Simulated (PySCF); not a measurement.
anthracene (C14H10): Computed beside measured shifts

System: anthracene (C14H10), SMILES c1ccc2cc3ccccc3cc2c1.

Atom-mapped SMILES (hydrogens are numbered by the atom that bears them): [cH:1]1[cH:2][cH:3][c:4]2[cH:5][c:6]3[cH:7][cH:8][cH:9][cH:10][c:11]3[cH:12][c:13]2[cH:14]1

Computed with GIAO PBE0/pcSseg-2, gas phase, PySCF SCF with an in-house response code, fitting set def2-universal-JFIT up to Ne and JKFIT beyond, grid level 2, non-relativistic, on the PBE0-D3(BJ)/def2-SVP geometry.

One optimised conformer. Values are averaged over the atoms that symmetry or fast rotation interchanges, on this one geometry and without vibrational averaging. Shifts are the reference shielding less the shielding here, at the same level (13C, 1H against isolated TMS); nuclei without a reference have shieldings only.

What shifts does this level give for H on 3/7/10/14, H on 1/2/8/9, H on 5/12, C4/6/11/13, C3/7/10/14, C1/2/8/9, C5/12, H on 3/7/10/14, H on 1/2/8/9, H on 5/12, C4/6/11/13, C3/7/10/14, C1/2/8/9, C5/12, and how do they compare with measurement?


| atom | nucleus | computed / ppm | measured / ppm | computed less measured | measured against | medium of the measurement |
| --- | --- | --- | --- | --- | --- | --- |
| H on 3/7/10/14 | 1H | 8.37 | 8.01 | 0.36 | TMS | CDCl3 |
| H on 1/2/8/9 | 1H | 7.80 | 7.46 | 0.34 | TMS | CDCl3 |
| H on 5/12 | 1H | 8.76 | 8.43 | 0.33 | TMS | CDCl3 |
| C4/6/11/13 | 13C | 141.0 | 131.7 | 9.3 | TMS | CDCl3 |
| C3/7/10/14 | 13C | 138.7 | 128.2 | 10.5 | TMS | CDCl3 |
| C1/2/8/9 | 13C | 134.7 | 125.3 | 9.4 | TMS | CDCl3 |
| C5/12 | 13C | 136.3 | 126.2 | 10.1 | TMS | CDCl3 |
| H on 3/7/10/14 | 1H | 8.37 | 7.92 | 0.45 | TMS | CCl4 |
| H on 1/2/8/9 | 1H | 7.80 | 7.38 | 0.42 | TMS | CCl4 |
| H on 5/12 | 1H | 8.76 | 8.34 | 0.42 | TMS | CCl4 |
| C4/6/11/13 | 13C | 141.0 | 131.5 | 9.5 | TMS | CCl4 |
| C3/7/10/14 | 13C | 138.7 | 127.9 | 10.8 | TMS | CCl4 |
| C1/2/8/9 | 13C | 134.7 | 124.8 | 9.9 | TMS | CCl4 |
| C5/12 | 13C | 136.3 | 125.9 | 10.4 | TMS | CCl4 |

Measured values: Stadelmann, Balmer, Riniker, Ebert, PCCP 2022.
